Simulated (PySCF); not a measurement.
## From computed data to an observable: dipole moment from atomic charges

Cl₂GaH₃Si, SMILES [SiH3][Ga]([Cl])[Cl]. Atoms are numbered in the order given.

```xyz
7

Ga    -0.0222     0.0071    -0.0045
Cl    -1.8141    -1.1816    -0.2549
Cl    -0.1163     1.9180    -1.0185
Si     1.9012    -0.7233     1.2396
H      2.4960     0.4405     1.9535
H      2.8909    -1.2759     0.2708
H      1.5003    -1.7791     2.2096
```
Charge 0, spin multiplicity 1.

Geometry optimised at B3LYP-D3(BJ)/def2-SVP. The structure was generated by enumeration; whether it is a known compound was not checked.

Charges (e) from PBE/def2-TZVP (PySCF):

```json
[
 {"atom": "Ga1", "IAO": "0.536", "ESP fit": "0.433"},
 {"atom": "Cl2", "IAO": "-0.279", "ESP fit": "-0.226"},
 {"atom": "Cl3", "IAO": "-0.279", "ESP fit": "-0.225"},
 {"atom": "Si4", "IAO": "0.220", "ESP fit": "-0.001"},
 {"atom": "H5", "IAO": "-0.066", "ESP fit": "0.005"},
 {"atom": "H6", "IAO": "-0.064", "ESP fit": "0.010"},
 {"atom": "H7", "IAO": "-0.067", "ESP fit": "0.004"}
]
```

The dipole moment of the full density is 2.73 D.

Task: What dipole moment does each set of point charges give, and which comes closer to that of the density?

Result: 
μ = Σ q r, and 1 e Å = 4.8032 D.
IAO: Σ q r = (0.495, -0.189, 0.331) e Å, |μ| = 3.00 D.
ESP fit: Σ q r = (0.472, -0.178, 0.305) e Å, |μ| = 2.83 D.
ESP fit comes closer in size. Point charges leave out the atoms' own dipoles (lone pairs, polarised bonds); fits to the potential absorb them, partitions of the density don't.
